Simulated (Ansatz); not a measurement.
One change: `FCI` becomes `CC(F)I`.

Ansatz, PBE0-D4/def2-TZVP geometries, multiplicity 1. 

Elements past krypton have def2 core potentials.

```csv
property,`FCI`
size of the dipole moment (ωB97M-V/def2-TZVPP) / D,1.59
HOMO–LUMO gap (B3LYP/def2-TZVPP) / eV,6.01
HOMO energy (ωB97M-V/def2-TZVPP) / eV,-9.76
HOMO–LUMO gap (ωB97M-V/def2-TZVPP) / eV,10.66
HOMO energy (PBE0/def2-TZVPP) / eV,-7.58
HOMO–LUMO gap (PBE0/def2-TZVPP) / eV,6.52
```

Question: Give the same properties after the change, and the shifts. (Best estimate.)

Answer: The calculation gave: 
```tsv
property	`CC(F)I`	shift
size of the dipole moment (ωB97M-V/def2-TZVPP) / D	2.08	0.49
HOMO–LUMO gap (B3LYP/def2-TZVPP) / eV	5.95	-0.06
HOMO energy (ωB97M-V/def2-TZVPP) / eV	-9.65	0.11
HOMO–LUMO gap (ωB97M-V/def2-TZVPP) / eV	10.60	-0.06
HOMO energy (PBE0/def2-TZVPP) / eV	-7.47	0.11
HOMO–LUMO gap (PBE0/def2-TZVPP) / eV	6.45	-0.07
```

The zero-point energy changes by 73.4 kJ/mol with +9 modes. Dipoles are sizes alone; their direction can turn.

B3LYP here is the variant with VWN-RPA as its local correlation; programs differ in this.

Spin–orbit coupling is left out; it splits and shifts lone-pair levels of the heavy atoms by tenths of an eV.
